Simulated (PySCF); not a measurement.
C₂H₄BNO₂.

```xyz
10

B     -0.5576     0.5577     0.0000
H     -1.7324     0.8457     0.0000
N     -0.1546    -0.8082     0.0000
C      0.0140    -1.9929     0.0000
O      0.1984    -3.1504     0.0000
O      0.3953     1.5064     0.0000
C      0.1066     2.8904     0.0000
H      0.5545     3.3539    -0.8930
H      0.5545     3.3539     0.8930
H     -0.9792     3.0827     0.0000
```
Charge 0, spin multiplicity 1.

The structure is a stationary point at B3LYP-D3(BJ)/def2-SVP. The structure was generated by enumeration, and PubChem lists no compound with its InChIKey, so it may never have been made. One conformer was computed; it need not be the lowest.

The numbers are results of PySCF with B3LYP/pcSseg-1, not measurements. Non-relativistic, no solvent.

Give the absolute GIAO shielding of each atom: isotropic value and principal components (ppm). (The exact figures need the calculation; the answer reports its results.)


| atom | σ(iso) | σ11 | σ22 | σ33 | span |
|---|---|---|---|---|---|
| B1 | 74.1 | 54.0 | 78.7 | 89.8 | 35.8 |
| H2 | 27.1 | 24.7 | 27.6 | 28.9 | 4.2 |
| N3 | 190.5 | 106.1 | 150.9 | 314.5 | 208.4 |
| C4 | 54.1 | -48.3 | -47.7 | 258.3 | 306.6 |
| O5 | 176.8 | 80.8 | 127.1 | 322.5 | 241.7 |
| O6 | 157.0 | -78.0 | 212.7 | 336.2 | 414.2 |
| C7 | 119.0 | 89.1 | 91.7 | 176.4 | 87.3 |
| H8 | 27.4 | 23.9 | 25.5 | 32.9 | 9.0 |
| H9 | 27.4 | 23.9 | 25.5 | 32.9 | 9.0 |
| H10 | 27.4 | 24.8 | 26.1 | 31.5 | 6.7 |
